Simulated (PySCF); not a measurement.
H$_{6}$FGaSi$_{2}$, singlet, at a GFN2-xTB geometry (such geometries of metal compounds can be far from the true shape). Base run: PySCF with HF/6-31G.

Input for PySCF:
```python
from pyscf import gto, scf, solvent

mol = gto.M(
    atom='''
Ga   -0.04778472   -0.02481347    0.01169630
F    -1.61879686   -0.82937404    0.41598785
Si   -0.69964220    1.79186678   -1.48979430
H     0.45540735    2.60986173   -1.92040970
H    -1.65488920    2.70874242   -0.83542281
H    -1.33753465    1.27190794   -2.71652748
Si    1.60456712   -1.32763480    1.25811935
H     2.96966460   -0.76968944    1.13922503
H     1.66936432   -2.72139593    0.77196838
H     1.27953701   -1.36509019    2.69813989
''',
    basis='6-31g',
    verbose=4,
)

mf = scf.RHF(mol)
mf.kernel()
```

The base run was repeated with changes; each row names its change, and settings that it needs were set with it.

| change | ΔE vs base (kcal/mol) | dipole (D) | HOMO-LUMO gap (eV) |
|---|---|---|---|
| base | 0.000 | 3.25 | 10.59 |
| model = IEF-PCM; solvent = water | (withheld) | (withheld) | (withheld) |
| model = IEF-PCM; solvent = acetonitrile; r_probe = 0.5 | (withheld) | (withheld) | (withheld) |
| model = C-PCM; solvent = acetonitrile | (withheld) | (withheld) | 10.99 |
| model = IEF-PCM; solvent = acetonitrile; vdw_scale = 1.1 | -15.53 | 3.98 | 11.07 |
| model = IEF-PCM; solvent = chloroform | -7.95 | 3.70 | 10.86 |
| model = SS(V)PE; solvent = acetonitrile | -10.95 | 3.88 | 10.98 |
| model = IEF-PCM; solvent = acetonitrile; vdw_scale = 1.4 | -6.16 | 3.75 | 10.83 |
| model = COSMO; solvent = acetonitrile | -11.09 | 3.90 | 10.99 |
| model = IEF-PCM; solvent = acetonitrile; vdw_scale = 1.0 | -22.62 | 4.05 | 11.13 |
| model = IEF-PCM; solvent = acetonitrile | -11.08 | 3.90 | 10.98 |
| model = IEF-PCM; solvent = acetonitrile; lebedev_order = 11 | -10.82 | 3.90 | 10.95 |

### Question
What belongs in the gaps?

### Answer

- model = IEF-PCM; solvent = water, ΔE vs base (kcal/mol): -11.37
- model = IEF-PCM; solvent = water, dipole (D): 3.92
- model = IEF-PCM; solvent = water, HOMO-LUMO gap (eV): 11.00
- model = IEF-PCM; solvent = acetonitrile; r_probe = 0.5, ΔE vs base (kcal/mol): -4.93
- model = IEF-PCM; solvent = acetonitrile; r_probe = 0.5, dipole (D): 3.69
- model = IEF-PCM; solvent = acetonitrile; r_probe = 0.5, HOMO-LUMO gap (eV): 10.79
- model = C-PCM; solvent = acetonitrile, ΔE vs base (kcal/mol): -11.27
- model = C-PCM; solvent = acetonitrile, dipole (D): 3.91

The base is the gas phase, so ΔE is the electrostatic part of solvation at a fixed geometry, without cavity and dispersion terms.
